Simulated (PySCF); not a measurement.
Compound: C4H10N2OSi2.
Cartesian coordinates in Å at the PBE0-D3(BJ)/def2-SVP level; atoms count from 1:
```xyz
19
C4H10N2OSi2 angstrom
C      3.028    0.911   -0.057
O      1.906    0.264   -0.587
Si     0.857   -0.692    0.281
C     -0.542   -1.171   -0.875
C     -1.588   -0.032   -0.800
C     -2.880   -0.379   -1.358
N     -3.922   -0.672   -1.772
Si    -1.695    0.541    1.031
N     -0.056    0.169    1.486
H      2.744    1.703    0.660
H      3.589    1.383   -0.877
H      3.709    0.209    0.459
H      1.638   -1.804    0.898
H     -0.987   -2.115   -0.521
H     -0.203   -1.336   -1.909
H     -1.207    0.844   -1.356
H     -2.042    1.990    1.123
H     -2.722   -0.241    1.783
H      0.314    0.391    2.404
```

Computed with PySCF at PBE0/pcSseg-1, non-relativistic, on one gas-phase PBE0-D3(BJ)/def2-SVP geometry that isn't relaxed in the solvent. The solvent is an IEF-PCM continuum (cavity from Bondi-type radii × 1.2). The model holds no explicit solvent molecules, cavitation or dispersion.

Gas phase at PBE0/pcSseg-1: HOMO -7.95 eV, LUMO 0.16 eV, dipole 5.79 D.

Q: What does the continuum do to the energy, the frontier levels and the dipole at PBE0/pcSseg-1 in cyclohexane?

A: 
```tsv
solvent	ε	E(solvent) − E(gas) (kJ/mol)	polarisation term (kJ/mol)	distortion of the solute (kJ/mol)	HOMO (eV)	LUMO (eV)	dipole (D)
cyclohexane	2.017	-15.41	-16.55	1.14	-7.80	0.30	6.40
```

Polarisation term: ½ Σ q·V over the induced surface charges. Distortion: the rise of the solute's own energy as its density leaves the gas-phase optimum.

Q: Which radius a makes the point-dipole formula ΔE = −[(ε − 1)/(2ε + 1)]·μ²/a³ give the value in cyclohexane, with the gas-phase dipole?

A: μ = 2.279 au and |ΔE| = 0.00587 Eh give a = 2.98 Å; the farthest nucleus lies 4.35 Å from the centroid of the nuclei, so such a sphere wouldn't even hold the nuclei. The formula assumes a rigid point dipole at the centre of a sphere.

Q: Give the dipole vector in the frame of the coordinates (D, pointing from negative to positive charge), gas and cyclohexane.

A: Gas (4.74, 1.17, 3.12), solvent (5.23, 1.29, 3.45). Its length changes by +10 % and its direction by less than 1°.

Q: Which IAO charges (PBE0/pcSseg-1) respond most in cyclohexane (means over atoms taken as equivalent)?

A: 
```json
{"atoms": "N7", "environment": "nitrile nitrogen", "gas (e)": "-0.265", "solvent (e)": "-0.296", "change": "-0.031"}
{"atoms": "C6", "environment": "nitrile carbon", "gas (e)": "+0.134", "solvent (e)": "+0.150", "change": "+0.016"}
{"atoms": "H19", "environment": "N–H hydrogen", "gas (e)": "+0.272", "solvent (e)": "+0.280", "change": "+0.008"}
{"atoms": "H16", "environment": "methine hydrogen", "gas (e)": "+0.183", "solvent (e)": "+0.190", "change": "+0.007"}
{"atoms": "O2", "environment": "silyl ether oxygen", "gas (e)": "-0.638", "solvent (e)": "-0.644", "change": "-0.006"}
{"atoms": "Si8", "environment": "SiH2 silicon", "gas (e)": "+0.901", "solvent (e)": "+0.904", "change": "+0.003"}
{"atoms": "C5", "environment": "sp3 carbon bound to silicon", "gas (e)": "-0.412", "solvent (e)": "-0.415", "change": "-0.003"}
{"atoms": "H14", "environment": "methylene hydrogen", "gas (e)": "+0.159", "solvent (e)": "+0.162", "change": "+0.003"}
{"atoms": "C1", "environment": "methoxy carbon", "gas (e)": "-0.193", "solvent (e)": "-0.195", "change": "-0.002"}
{"atoms": "H10/H11/H12", "environment": "methyl hydrogen", "gas (e)": "+0.133", "solvent (e)": "+0.136", "change": "+0.003"}
{"atoms": "H18", "environment": "Si–H hydrogen", "gas (e)": "-0.135", "solvent (e)": "-0.137", "change": "-0.002"}
{"atoms": "H15", "environment": "methylene hydrogen", "gas (e)": "+0.164", "solvent (e)": "+0.166", "change": "+0.002"}
```
